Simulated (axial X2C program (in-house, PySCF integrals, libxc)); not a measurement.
## Outer orbitals of NaW at 2.942 Å, B97-3

Computed with an in-house all-electron X2C program for linear molecules (integrals from PySCF). Spin-free means the one-electron spin-free X2C Hamiltonian; two-component (2c) means X2C with spin–orbit coupling and atomic mean-field two-electron Coulomb and Gaunt terms, so the difference of the two also holds small scalar two-electron terms. Basis: W dyall-cv3z [13s14p9d7f4g], Na dyall-cv3z [9s8p5d2f] (cores contracted in-house); Gaussian nuclei, density fitting, unrestricted open shells. Masses: W 183.951 u, Na 22.990 u.

The distance is close to the 2c PBE0 minimum; the highest filled and lowest empty levels are listed.

Spin-free orbitals, state M_S = 5/2, Λ = 0 (beyond evenly filled blocks: σα, π+α, π-α, δ+α, δ-α) (Löwdin shares):

| symmetry | occupied | ε (eV) | atomic character |
| --- | --- | --- | --- |
| σβ | yes | -34.20 | 100% W f |
| π-β | yes | -34.20 | 100% W f |
| π+β | yes | -34.20 | 100% W f |
| δ+β | yes | -34.18 | 100% W f |
| δ-β | yes | -34.18 | 100% W f |
| φ+β | yes | -34.16 | 100% W f |
| φ-β | yes | -34.16 | 100% W f |
| π-α | yes | -32.47 | 100% Na p |
| π+α | yes | -32.47 | 100% Na p |
| π+β | yes | -32.47 | 100% Na p |
| π-β | yes | -32.47 | 100% Na p |
| σα | yes | -32.46 | 100% Na p |
| σβ | yes | -32.44 | 100% Na p |
| σα | yes | -5.72 | 64% W s, 20% Na s, 12% Na p |
| σα | yes | -4.42 | 90% W d, 4% W s, 3% Na s |
| π+α | yes | -4.41 | 96% W d, 2% Na p |
| π-α | yes | -4.41 | 96% W d, 2% Na p |
| δ+α | yes | -4.30 | 100% W d |
| δ-α | yes | -4.30 | 100% W d |
| σβ | yes | -4.19 | 46% W s, 43% Na s, 6% Na p |
| σα | no | -1.90 | 47% Na s, 23% Na p, 22% W p |
| σβ | no | -1.59 | 36% Na p, 27% Na s, 20% W p |
| π-α | no | -0.59 | 51% Na p, 47% W p |
| π+α | no | -0.59 | 51% Na p, 47% W p |

Spinors with spin–orbit coupling (state Ω = 5/2):

```json
{"ω": "7/2", "occupied": "yes", "ε (eV)": "-33.66", "atomic character": "100% W f", "λ mixture": "100% φ"}
{"ω": "5/2", "occupied": "yes", "ε (eV)": "-33.61", "atomic character": "100% W f", "λ mixture": "80% δ, 20% φ"}
{"ω": "3/2", "occupied": "yes", "ε (eV)": "-33.56", "atomic character": "100% W f", "λ mixture": "63% π, 37% δ"}
{"ω": "1/2", "occupied": "yes", "ε (eV)": "-33.51", "atomic character": "100% W f", "λ mixture": "52% π, 48% σ"}
{"ω": "-1/2", "occupied": "yes", "ε (eV)": "-33.46", "atomic character": "100% W f", "λ mixture": "65% σ, 35% π"}
{"ω": "-3/2", "occupied": "yes", "ε (eV)": "-33.40", "atomic character": "100% W f", "λ mixture": "77% π, 23% δ"}
{"ω": "-5/2", "occupied": "yes", "ε (eV)": "-33.34", "atomic character": "100% W f", "λ mixture": "89% δ, 11% φ"}
{"ω": "-7/2", "occupied": "yes", "ε (eV)": "-33.28", "atomic character": "100% W f", "λ mixture": "100% φ"}
{"ω": "1/2", "occupied": "yes", "ε (eV)": "-32.56", "atomic character": "100% Na p", "λ mixture": "70% π, 30% σ"}
{"ω": "-1/2", "occupied": "yes", "ε (eV)": "-32.56", "atomic character": "100% Na p", "λ mixture": "74% π, 26% σ"}
{"ω": "3/2", "occupied": "yes", "ε (eV)": "-32.41", "atomic character": "100% Na p", "λ mixture": "100% π"}
{"ω": "-3/2", "occupied": "yes", "ε (eV)": "-32.40", "atomic character": "100% Na p", "λ mixture": "100% π"}
{"ω": "1/2", "occupied": "yes", "ε (eV)": "-32.40", "atomic character": "100% Na p", "λ mixture": "70% σ, 30% π"}
{"ω": "-1/2", "occupied": "yes", "ε (eV)": "-32.39", "atomic character": "100% Na p", "λ mixture": "74% σ, 26% π"}
{"ω": "1/2", "occupied": "yes", "ε (eV)": "-5.70", "atomic character": "64% W s, 20% Na s, 12% Na p", "λ mixture": "100% σ"}
{"ω": "-3/2", "occupied": "yes", "ε (eV)": "-4.58", "atomic character": "100% W d", "λ mixture": "99% δ, 1% π"}
{"ω": "-1/2", "occupied": "yes", "ε (eV)": "-4.56", "atomic character": "96% W d, 2% Na p", "λ mixture": "97% π, 3% σ"}
{"ω": "1/2", "occupied": "yes", "ε (eV)": "-4.43", "atomic character": "90% W d, 4% W s, 3% Na s", "λ mixture": "99% σ, 1% π"}
{"ω": "3/2", "occupied": "yes", "ε (eV)": "-4.28", "atomic character": "96% W d, 3% Na p", "λ mixture": "99% π, 1% δ"}
{"ω": "-1/2", "occupied": "yes", "ε (eV)": "-4.19", "atomic character": "46% W s, 42% Na s, 6% Na p", "λ mixture": "99% σ, 1% π"}
{"ω": "5/2", "occupied": "yes", "ε (eV)": "-4.01", "atomic character": "100% W d", "λ mixture": "100% δ"}
{"ω": "1/2", "occupied": "no", "ε (eV)": "-1.91", "atomic character": "47% Na s, 23% Na p, 22% W p", "λ mixture": "100% σ"}
{"ω": "-1/2", "occupied": "no", "ε (eV)": "-1.59", "atomic character": "36% Na p, 26% Na s, 21% W p", "λ mixture": "100% σ"}
{"ω": "-1/2", "occupied": "no", "ε (eV)": "-0.68", "atomic character": "52% W p, 46% Na p", "λ mixture": "98% π, 2% σ"}
{"ω": "3/2", "occupied": "no", "ε (eV)": "-0.53", "atomic character": "55% Na p, 43% W p", "λ mixture": "100% π"}
```

(1) How does the gap between the highest filled and lowest empty level change from the spin-free to the 2c table?

Mulliken charges and populations of the two-component result (they depend on the basis, above all on diffuse functions):

W -0.47 e (s 11.51 p 24.04 d 24.91 f 14.00), Na 0.47 e (s 4.48 p 6.04 d 0.01). ⟨Lz⟩ = 0.04 ħ and ⟨Sz⟩ = 2.46 ħ (2.55 and -0.09 on the two atoms), which add up to Ω.

Occupations by symmetry block were frozen at the best pattern of an incomplete PBE0 search. Density functionals use the spin component along the axis (collinear). With several unpaired electrons one determinant need not be a pure state. This is the top spin component of a Σ state; components of lower Ω are not single determinants and can lie lower. The determinant is spin-polarised beyond a pure state at some levels (its spin-free form has ⟨S²⟩ too high), which makes Re and μ there less reliable.

## Answers

(1) From 2.29 to 2.10 eV at B97-3, a change of -0.19 eV.
